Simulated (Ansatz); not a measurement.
Geometry optimisation, RHF/def2-SVP in Ansatz 0.2.0.

input.yaml

```yaml
crystal:
  periodic: [false, false, false]
  atoms:
    - { symbol: Ge, position_ang: [0.0, 0.0, 0.0] }
    - { symbol: O, position_ang: [0.0, 0.0, 2.12] }
    - { symbol: H, position_ang: [-0.9095, -0.2814, 2.4571] }
    - { symbol: F, position_ang: [1.5842, 0.0, -0.5594] }
    - { symbol: Cl, position_ang: [-1.0456, 1.8115, -0.7393] }
    - { symbol: Ge, position_ang: [-1.1304, -1.9584, -0.7992] }
    - { symbol: H, position_ang: [-1.8281, -2.673, 0.3861] }
    - { symbol: H, position_ang: [-2.1918, -1.5497, -1.8522] }
    - { symbol: H, position_ang: [-0.1029, -2.92, -1.4487] }
    - { symbol: S, position_ang: [0.9489, -2.2261, 0.8041] }
    - { symbol: H, position_ang: [0.0689, -3.26, 0.4622] }
    - { symbol: H, position_ang: [0.4935, -1.1577, 1.9464] }
basis:
  gaussian: { orbitals: def2-SVP }
hamiltonian:
  xc: hf
relax:
  f_tol: 0.15
  max_steps: 25
  restrain:
    - { distance: [0, 9], at: 3.45, k: 30.0 }
    - { distance: [11, 1], at: 2.21, k: 30.0 }
    - { distance: [0, 1], at: 1.77, k: 30.0 }
    - { distance: [11, 9], at: 1.4, k: 30.0 }
```

Launched with:

```bash
$ ansatz run input.yaml --threads 4 --pin off --max-ram 5120MiB --backend cpu --events-out ev --progress --plain --runs-dir out
```

Question: Where does it end, and by what steps?

Answer: It converged. The restraints hold the end off the free minimum; the threshold counts their pulls, which the force column leaves out. Restrained pairs: Ge1–S10 (2.55 → 3.46 Å), O2–H12 (1.27 → 2.21 Å), Ge1–O2 (2.12 → 1.76 Å), S10–H12 (1.63 → 1.37 Å). After 20 steps the energy has fallen by 4.828 eV (the restraints' own energy left out); H11 moved furthest, 1.50 Å.

| step | energy less start (eV) | largest force component (eV/Å) | accepted |
| --- | --- | --- | --- |
| 0 | 0.0000 | 3.405 | yes |
| 1 | -1.1107 | 2.199 | yes |
| 2 | -2.1009 | 3.751 | yes |
| 3 | -3.2670 | 2.734 | yes |
| 4 | -4.0868 | 1.347 | yes |
| 5 | -4.3538 | 0.922 | yes |
| 6 | -4.4844 | 0.848 | yes |
| 7 | -4.5890 | 0.775 | yes |
| 8 | -4.6493 | 0.739 | yes |
| 9 | -4.6963 | 0.740 | yes |
| 10 | -4.7048 | 0.742 | yes |
| 11 | -4.6947 | 1.895 | no |
| 12 | -4.7313 | 0.740 | yes |
| 13 | -4.7517 | 0.755 | yes |
| 14 | -4.7898 | 0.783 | yes |
| 15 | -4.8169 | 0.791 | yes |
| 16 | -4.8209 | 0.764 | yes |
| 17 | -4.7384 | 2.553 | no |
| 18 | -4.8256 | 0.798 | yes |
| 19 | -4.8264 | 0.793 | yes |
| 20 | -4.8279 | 0.758 | yes |

```xyz
12
Properties=species:S:1:pos:R:3
Ge -0.327 -0.028 0.020
O -0.410 -0.089 1.778
H -0.408 0.744 2.228
F 1.335 0.201 -0.350
Cl -1.205 1.876 -0.538
Ge -1.356 -1.894 -1.178
H -1.948 -2.862 -0.158
H -2.470 -1.308 -2.051
H -0.295 -2.563 -2.046
S 1.382 -2.786 1.218
H 0.610 -3.715 1.788
H 0.979 -1.790 2.066
```

Time of the run: 56 s on 4 threads of Arm Neoverse V2 (shared host), peak memory 0.57 GiB.
